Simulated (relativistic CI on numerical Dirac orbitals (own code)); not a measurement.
**d1 to d9 in one octahedral field**

Computed with a parametric ligand-field model without spin-orbit coupling, by exact diagonalisation: B = 500, C = 2220, 10Dq = 32200 cm⁻¹ (Oh; |10Dq|/B = 64.4) for every shell. Energies in cm⁻¹; the field energy is (0.6 n_e − 0.4 n_t2) × 10Dq of the ground term; g labels are left out. So small a B with so large a field is typical of 4d and 5d ions, where spin-orbit coupling, left out here, reaches 1,000 to 4,000 cm⁻¹.

| Shell | Ground term | Electrons in e | Field energy | First spin-allowed bands | Lowest term of other spin |
| --- | --- | --- | --- | --- | --- |
| d1 | 2T2 | 0.000 | -12880 | 2E 32200 |  |
| d2 | 3T1 | 0.007 | -25549 | 3T2 30944, 3T1 37187 | 1T2 7589 |
| d3 | 4A2 | 0.000 | -38640 | 4T2 32200, 4T1 37879 | 2E 10688 |
| d4 | 3T1 | 0.011 | -51162 | 3E 29990, 3T1 30549 | 1T2 6678 |
| d5 | ? | ? | ? | ? | ? |
| d6 | 1A1 | 0.017 | -76731 | 1T1 30496, 1T2 37793 | 3T1 25852 |
| d7 | 2E | 1.011 | -57608 | 2T1 30377, 2T2 30958 | 4T1 21509 |
| d8 | 3A2 | 2.000 | -38640 | 3T2 32200, 3T1 37879 | 1E 8394 |
| d9 | 2E | 3.000 | -19320 | 2T2 32200 |  |

Question: Fill in the row of d5.

Answer: Ground term: 2T2; Electrons in e: 0.021; Field energy: -63709; First spin-allowed bands: 2A2 29228, 2T1 29403; Lowest term of other spin: 4T1 21539. Low spin: d4, d5, d6, d7; the other shells keep the spin of the free ion. Only d4 to d7 can choose; the field needed to pair spins is smallest for d6 and largest for d5, which loses most exchange energy. In the strong-field picture 10Dq must exceed about 6B + 5C = 14100 (d4), 7.5B + 5C = 14850 (d5), 2.5B + 4C = 10130 (d6) and 4B + 4C = 10880 (d7); mixing of terms shifts these bounds somewhat.
